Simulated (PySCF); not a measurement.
A structure optimised at PBE0-D3(BJ)/def2-SVP, used in a PySCF frequency run:

```xyz
19

Si    -3.7137    -0.2050     0.6219
N     -2.3803     0.3883    -0.3107
C     -1.0138     0.4832     0.1636
Si     0.0799    -0.9662    -0.4226
Si     2.3010    -0.6991     0.2925
Si     3.0728     1.3934    -0.4337
H     -4.9339    -0.0370    -0.2211
H     -3.6103    -1.6475     1.0267
H     -3.8314     0.5846     1.8878
H     -2.4752     0.4123    -1.3196
H     -0.5484     1.4426    -0.1330
H     -1.0082     0.4951     1.2677
H     -0.4980    -2.2585     0.0627
H      0.0635    -0.9883    -1.9218
H      3.1793    -1.7801    -0.2574
H      2.3692    -0.7525     1.7888
H      4.4941     1.6374    -0.0391
H      2.9631     1.4805    -1.9233
H      2.2198     2.4703     0.1610
```

Q: Write its SMILES and formula.

A: [SiH3]NC[SiH2][SiH2][SiH3], CH13NSi4

Q: What are its rotational constants (standard atomic weights)?

A: 3.2681, 0.47896, 0.44358 GHz
